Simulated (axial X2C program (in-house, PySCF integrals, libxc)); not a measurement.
## LiFe: from the spin-free to the two-component result

Computed with an in-house relativistic program for diatomic molecules. Spin-free means the one-electron spin-free X2C Hamiltonian; two-component (2c) means X2C with spin–orbit coupling and atomic mean-field two-electron Coulomb and Gaunt terms, so the difference of the two also holds small scalar two-electron terms. Basis: Fe dyall-cv3z [9s10p6d3f2g], Li dyall-cv3z [7s8p2d] (cores contracted in-house); Gaussian nuclei, density fitting, unrestricted open shells. Masses: Fe 55.935 u, Li 7.016 u.

Spin-free state: M_S = 3/2, Λ = 0 (beyond evenly filled blocks: σα, δ+α, δ-α); fragments Fe + Li.

| level | Re (Å) | ωe (cm⁻¹) | De (eV) | μ (D) |
| --- | --- | --- | --- | --- |
| PBE0 | 2.329 | 377.1 | 0.749 | 3.25 |
| TPSSh | 2.327 | 384.0 | 1.222 | 3.12 |

Dipoles are positive if Li is the positive end.

Two-component determinant lowest at the distance of the search:

Ω = 3/2 (⟨Sz⟩ = 1.50, ⟨Lz⟩ = 0.00 at PBE0); fragments Fe + Li.

```tsv
level	Re (Å)	ωe (cm⁻¹)	μ (D)
PBE0	2.330	376.8	3.25
TPSSh	2.327	383.7	3.12
```

Q: From the two tables, how do the constants change at the PBE0 level (2c against spin-free)?

A: At the PBE0 level Re is unchanged within 0.001 Å and ωe decreases by 0.3 cm⁻¹.

The state is a single determinant with fixed occupations, the lowest that a limited PBE0 search found. Dissociation energies refer to the lowest single-determinant-based atoms at the same level and basis. De is not given where an atomic determinant may have missed its ground term or J level, or where the truncated virtual space spoils (T). Density functionals use the spin component along the axis (collinear). PBE0 can misorder states that lie within some tenths of an eV, so this need not be the ground state of the molecule. The nearest other spin-free determinant of the search, M_S = 3/2, Λ = 2, lies 0.31 eV up at the distance of the search. Without a current term, density functionals place determinants with orbital angular momentum somewhat too high. With several unpaired electrons one determinant need not be a pure state. This is the top spin component of a Σ state; components of lower Ω are not single determinants and can lie lower. The determinant is spin-polarised beyond a pure state at some levels (its spin-free form has ⟨S²⟩ too high), which makes Re and μ there less reliable.
